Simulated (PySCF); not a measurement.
# Static response to an electric field

(OMe)3Sn-NH-SiH3, C3H13NO3SiSn.
Cartesian coordinates in Å at the PBE0-D3(BJ)/def2-SVP level; atoms count from 1:
```
atom  x, y, z in Å
Sn1   -0.014    0.447   -0.316
O2     0.931    1.546   -1.642
C3     2.316    1.419   -1.848
O4    -0.713   -1.278   -0.964
C5     0.132   -2.364   -1.230
O6     1.363    0.056    1.050
C7     0.996   -0.450    2.305
N8    -1.625    1.439    0.331
Si9   -3.141    0.744    0.839
H10    2.668    2.322   -2.374
H11    2.886    1.329   -0.906
H12    2.564    0.547   -2.481
H13   -0.490   -3.267   -1.351
H14    0.854   -2.561   -0.415
H15    0.710   -2.232   -2.164
H16    0.251    0.183    2.824
H17    1.895   -0.490    2.941
H18    0.582   -1.475    2.250
H19   -1.585    2.440    0.157
H20   -2.851   -0.618    1.372
H21   -4.158    0.626   -0.252
H22   -3.733    1.593    1.918
```

Level: CAM-B3LYP/def2-SVPD (PySCF), static field, nuclei fixed, core orbitals frozen in the response. The polarisability tensor in these axes (au):

```
x   129.17  -1.34  -8.50
y    -1.34 114.34  -0.36
z    -8.50  -0.36 116.24
```

Problem. Diagonalise the tensor; give its mean and Δα, where Δα² is half the sum of the squared differences of the eigenvalues.

Solution. Principal values 111.70, 114.61 and 133.44 au; mean 119.92 au = 17.77 Å³ = 19.77 × 10⁻⁴⁰ C²·m²/J; Δα = 20.44 au (17 % of the mean).

Problem. What is the dipole moment, and where does it point?

Solution. (0.69, -0.10, 0.72) D, 1.00 D in size, pointing from the negative to the positive side. Measured along this direction, the outermost atoms are H21 at the negative end and H17 at the positive end.

Problem. In a dilute gas of rigid molecules at 250 K, how does the orientational term μ²/3kT compare with the electronic polarisability?

Solution. In Gaussian units μ²/3kT = 9.61 Å³ against 17.77 Å³, a ratio of 0.54; the Debye molar polarisation (4π/3)N_A(α + μ²/3kT) is 69.1 cm³/mol, leaving out the vibrational part.

Problem. Directions of the eigenvectors, and the extent of the frame along each?

Solution. Largest value along (0.90, -0.05, -0.44), where the nuclei span 7.64 Å; middle along (-0.10, 0.94, -0.32), 5.27 Å; least along (0.43, 0.33, 0.84), 5.55 Å. The strongest response lies along the longest span, while the other two are in reverse order.

Problem. What molar refraction does this α imply?

Solution. Lorentz–Lorenz: R = (4π/3)N_A α = 2.5225 cm³/(mol·Å³) × 17.77 Å³ = 44.8 cm³/mol, in the limit of long wavelengths.

Problem. Sum over states: ᾱ = Σ f/ω², ω in Eh. What share falls to these 10 lowest TDDFT singlets (eV, f)? 5.36, 0.0161; 5.43, 0.0057; 5.54, 0.0215; 5.62, 0.0551; 6.27, 0.0709; 6.33, 0.0386; 6.94, 0.0424; 7.12, 0.0076; 7.64, 0.0263; 7.67, 0.0013.

Solution. They add up to 5.53 au, 4.6 % of the 119.92 au; the largest single term is 1.33 au, from the state at 6.27 eV. Terms in order: 0.41, 0.14, 0.52, 1.29, 1.33, 0.71, 0.65, 0.11, 0.33, 0.02 au. Higher excitations give the rest. The strengths listed sum to 0.286.

Problem. Refractivity n − 1 of an ideal gas of it at 400 K and 1 atm, from the electronic α?

Solution. N = p/kT = 1.8347 × 10¹⁹ cm⁻³, so n − 1 = 2π × N × 17.77 × 10⁻²⁴ cm³ = 2049 × 10⁻⁶ at long wavelengths, for an ideal gas.

Geometry: PBE0-D3(BJ)/def2-SVP, one conformer, isolated molecule. Atoms past krypton carry effective core potentials; spin–orbit coupling is left out.
